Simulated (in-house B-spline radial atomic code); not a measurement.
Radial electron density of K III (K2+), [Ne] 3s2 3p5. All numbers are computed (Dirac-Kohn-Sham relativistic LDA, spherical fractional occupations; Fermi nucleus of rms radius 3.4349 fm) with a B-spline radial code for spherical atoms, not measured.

Columns: r (bohr), 4πr²n(r) (electrons per bohr), bar.

```
 0.00308   0.5073 #
 0.00369    0.709 #
 0.00441    0.982 ##
 0.00527    1.353 ###
 0.00631    1.858 ####
 0.00754    2.523 #####
 0.00902    3.402 #######
  0.0108    4.543 #########
  0.0129    5.966 ############
  0.0154     7.71 ###############
  0.0185    9.863 ###################
  0.0221    12.25 ########################
  0.0264    14.82 #############################
  0.0316    17.43 ##################################
  0.0378    19.74 ######################################
  0.0452    21.43 #########################################
   0.054    22.18 ###########################################
  0.0646     21.8 ##########################################
  0.0773    20.36 #######################################
  0.0925    18.34 ###################################
   0.111    16.51 ################################
   0.132    15.82 ###############################
   0.158    16.72 ################################
   0.189       19 #####################################
   0.226    21.53 ##########################################
   0.271    22.75 ############################################
   0.324    21.38 #########################################
   0.387    17.46 ##################################
   0.463    12.23 ########################
   0.554    7.752 ###############
   0.663    5.456 ###########
   0.793    5.325 ##########
   0.948    6.076 ############
    1.13    6.291 ############
    1.36    5.331 ##########
    1.62    3.683 #######
    1.94    2.001 ####
    2.32   0.8509 ##
    2.77   0.2769 #
    3.32  0.06355 
    3.97  0.01022 
    4.75 0.001055
```

On this grid the curve has 3 maxima, near 0.054, 0.271, 1.13 bohr.

The 3p3/2 radial function P(r) = rR(r), positive near the nucleus, with its small component Q(r) (sign convention: Q ≈ (P' + κP/r)/2c):

```csv
r (bohr),P,Q
0.00369,0.0009744,-3.373e-05
0.00527,0.001955,-6.758e-05
0.00754,0.003909,-0.0001349
0.0108,0.007764,-0.0002673
0.0154,0.01509,-0.0005179
0.0221,0.02914,-0.000995
0.0316,0.05445,-0.001847
0.0452,0.09807,-0.003299
0.0646,0.1674,-0.005584
0.0925,0.2659,-0.008813
0.132,0.3777,-0.01256
0.189,0.4571,-0.01569
0.271,0.4158,-0.01622
0.387,0.1709,-0.01265
0.554,-0.2717,-0.005498
0.793,-0.7283,0.001991
1.13,-0.9203,0.005945
1.62,-0.7384,0.005362
2.32,-0.3744,0.002715
3.32,-0.1076,0.0007614
4.75,-0.01438,9.872e-05
```
